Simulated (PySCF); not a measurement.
Match the calculated data to a structure.

All candidates are C8H14O.

* 1H NMR: chemical shifts (computed TMS as zero) by class: 5.48 (1 H), 5.08 (2 H), 5.07 (2 H), 1.14 (9 H) ppm [GIAO PBE0/pcSseg-1]
* 13C NMR: chemical shifts (computed TMS as zero) by class: 157.9 (1 C), 124.5 (1 C), 82.6 (1 C), 80.6 (1 C), 34.1 (1 C), 31.1 (3 C) ppm [GIAO PBE0/pcSseg-1]
* Rotational structure: rotational constants A, B, C: 2.942, 1.133, 1.008 GHz [GFN2-xTB]
* NMR, other nuclei: isotropic shieldings of nuclei other than C and H, by class: 312 (1 O) ppm [GIAO PBE0/pcSseg-1]
* Dipole: 2.03 D [PBE0/pcSseg-1]

Gas-phase values; electronic properties from PySCF, density fitting. Levels stand in brackets. Geometry: GFN2-xTB; no solvent, vibrations or thermal averaging. NMR classes are plain means over equivalent atoms (diastereotopic ones count apart unless rotation or inversion swaps them), as if these changed places fast.

**Question.** Which candidate is it?
A. `CC/C(C)=C(\C)CC=O`
B. `OC[C@@H]1C[C@H]2CC[C@@H]1C2`
C. `CC(C)(C)C1=CCOC1`

**Answer.** C. It is `CC(C)(C)C1=CCOC1`. Numbering: `[CH3:1][C:2]([CH3:3])([CH3:4])[C:5]1=[CH:6][CH2:7][O:8][CH2:9]1`. Its formula, C8H14O, gives 2 degrees of unsaturation: 1 ring and 1 π bond in the structure found. 8 carbons fall into 6 classes; from least to most shielded: fully substituted alkene carbon [C5] (157.9 ppm), alkene CH carbon [C6] (124.5 ppm), ring sp3 carbon bound to oxygen [C7] (82.6 ppm), ring sp3 carbon bound to oxygen [C9] (80.6 ppm), allylic carbon [C2] (34.1 ppm), methyl carbon [C1/C3/C4] (31.1 ppm, 3 C). Hydrogen classes from least to most shielded: 1 H on an alkene CH carbon, C6 (5.48 ppm), 2 H on an sp3 carbon bound to oxygen, C9 (5.08 ppm), 2 H on an sp3 carbon bound to oxygen, C7 (5.07 ppm), 9 H on 3 methyl carbons, C1/C3/C4 (1.14 ppm). The other shieldings belong to: 312 ppm, cyclic ether oxygen [O8]. By its constants the optimised geometry is an asymmetric top.

The others, at the same levels:
- `CC/C(C)=C(\C)CC=O` fails: it has 8 carbon classes against 6; its computed 13C shifts are 197.0 (1 C), 145.5 (1 C), 126.1 (1 C), 53.8 (1 C), 34.0 (1 C), 21.4 (1 C), 18.4 (1 C), 15.6 (1 C) ppm, 1H shifts are 9.65 (1 H), 2.97 (2 H), 2.17 (2 H), 2.02 (3 H), 1.72 (3 H), 1.07 (3 H) ppm and rotational constant A is 2.452 GHz (against 2.942 GHz).
- `OC[C@@H]1C[C@H]2CC[C@@H]1C2` fails: it has 8 carbon classes against 6; its computed 13C shifts are 70.8 (1 C), 47.1 (1 C), 45.3 (1 C), 39.7 (1 C), 39.1 (1 C), 34.9 (1 C), 33.5 (1 C), 31.8 (1 C) ppm, 1H shifts are 3.97 (1 H), 3.78 (1 H), 2.12 (1 H), 2.08 (1 H), 1.63 (1 H), 1.62 (1 H), 1.60 (1 H), 1.35 (1 H), 1.21 (1 H), 1.15 (1 H), 1.14 (1 H), 1.14 (1 H), 0.99 (1 H), 0.27 (1 H) ppm and rotational constant A is 3.200 GHz (against 2.942 GHz).

Each candidate is one conformer, not necessarily the lowest. The conformers computed, where there is a choice (atom-mapped SMILES and torsion angles):
- `[CH3:1][C:2]([CH3:3])([CH3:4])[C:5]1=[CH:6][CH2:7][O:8][CH2:9]1`: C1–C2–C5–C6 117°
- `[CH3:1][CH2:2]/[C:3]([CH3:4])=[C:5](\[CH3:6])[CH2:7][CH:8]=[O:9]`: C1–C2–C3–C4 85°, C3–C5–C7–C8 -96°, C5–C7–C8–O9 -100°

The conformers of `OC[C@@H]1C[C@H]2CC[C@@H]1C2` aren't listed.
